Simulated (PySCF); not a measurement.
Species: CH8AlNO.
Bonds: C1–O2, O2–Al3, Al3–N4. Hydrogens: H5, H6, H7 on C1; H8, H9 on Al3; H10, H11, H12 on N4.

Jobs on this species (12 atoms, 42 electrons) with PySCF (density fitting). Hardware of each: Arm Neoverse V2, one thread (shared host). The host was shared with other jobs, so the times are rough. Peak memory is the resident size of the whole Python process, interpreter and libraries included.

```json
{"level and settings": "delta-SCF UKS SCAN, def2-TZVP on the ionised atom, pcseg-1 elsewhere, spin-free X2C", "work": "ΔSCF core ionisation, 5 holes", "basis functions": "119", "SCF cycles": "?", "wall time": "?", "peak memory": "?"}
{"level and settings": "PBE0-D3(BJ)/def2-SVP, grid level 1", "work": "geometry optimisation from a GFN2-xTB start shaken at random", "basis functions": "100", "SCF cycles": "?", "wall time": "?", "peak memory": "?"}
{"level and settings": "delta-SCF UKS PBE0, pcX-2 on the ionised atom, pcseg-1 elsewhere, spin-free X2C", "work": "ΔSCF core ionisation, 5 holes", "basis functions": "142", "SCF cycles": "?", "wall time": "?", "peak memory": "?"}
{"level and settings": "delta-SCF UKS SCAN, pcX-1 on the ionised atom, pcseg-1 elsewhere, spin-free X2C", "work": "ΔSCF core ionisation, 5 holes", "basis functions": "122", "SCF cycles": "73", "wall time": "18 s", "peak memory": "0.46 GiB"}
{"level and settings": "delta-SCF UKS SCAN, pcX-2 on the ionised atom, pcseg-1 elsewhere, spin-free X2C", "work": "ΔSCF core ionisation, 5 holes", "basis functions": "142", "SCF cycles": "74", "wall time": "23 s", "peak memory": "0.49 GiB"}
{"level and settings": "delta-SCF UKS B3LYP, pcX-2 on the ionised atom, pcseg-1 elsewhere, spin-free X2C", "work": "ΔSCF core ionisation, 5 holes", "basis functions": "142", "SCF cycles": "69", "wall time": "24 s", "peak memory": "0.51 GiB"}
{"level and settings": "delta-SCF UKS SCAN, pcX-2 on the ionised atom, pcseg-1 elsewhere, non-relativistic", "work": "ΔSCF core ionisation, 5 holes", "basis functions": "142", "SCF cycles": "74", "wall time": "22 s", "peak memory": "0.46 GiB"}
{"level and settings": "delta-SCF UKS HF, pcX-2 on the ionised atom, pcseg-1 elsewhere, spin-free X2C", "work": "ΔSCF core ionisation, 5 holes", "basis functions": "142", "SCF cycles": "63", "wall time": "12 s", "peak memory": "0.53 GiB"}
{"level and settings": "delta-SCF UKS PBE, pcX-2 on the ionised atom, pcseg-1 elsewhere, spin-free X2C", "work": "ΔSCF core ionisation, 5 holes", "basis functions": "142", "SCF cycles": "73", "wall time": "14 s", "peak memory": "0.47 GiB"}
```

Problem. Fill in the missing figures.

Solution. 
- delta-SCF UKS SCAN, def2-TZVP on the ionised atom, pcseg-1 elsewhere, spin-free X2C; ΔSCF core ionisation, 5 holes: 20 s, 0.46 GiB, 72 SCF cycles
- PBE0-D3(BJ)/def2-SVP, grid level 1; geometry optimisation from a GFN2-xTB start shaken at random: 38 s, 0.40 GiB, 83 SCF cycles
- delta-SCF UKS PBE0, pcX-2 on the ionised atom, pcseg-1 elsewhere, spin-free X2C; ΔSCF core ionisation, 5 holes: 23 s, 0.51 GiB, 67 SCF cycles

Problem. What do all jobs in the table cost together?

Solution. About 3.2 min; the longest takes about 20 % of that, and about 3.2 times as long as the shortest.
